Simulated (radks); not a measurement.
Values are calculated unless marked as measured or tabulated.
Valence configurations of Al I (all share [Ne]). Code: a radial shooting solver on a logarithmic mesh with Libxc functionals. Model: Dirac Kohn-Sham, PBEsol, spin-unpolarised, spherical densities, finite nucleus; open shells are shared between the two j in proportion to 2j + 1; Fermi nuclear charge, rms radius 3.061 fm. Order these by energy: 3p3; 3s1 3p2; 3s1.5 3p1.5; 3s0.5 3p2.5; 3s2 3p1.

Answer. From the lowest, in eV above it: 3s2 3p1 0.000; 3s1.5 3p1.5 2.537; 3s1 3p2 5.119; 3s0.5 3p2.5 7.743; 3p3 10.405. NIST lists [Ne] 3s2 3p1 as the ground configuration; this level of theory agrees among the configurations tried. The energies are those of spherical spin-averaged densities, not of single terms.
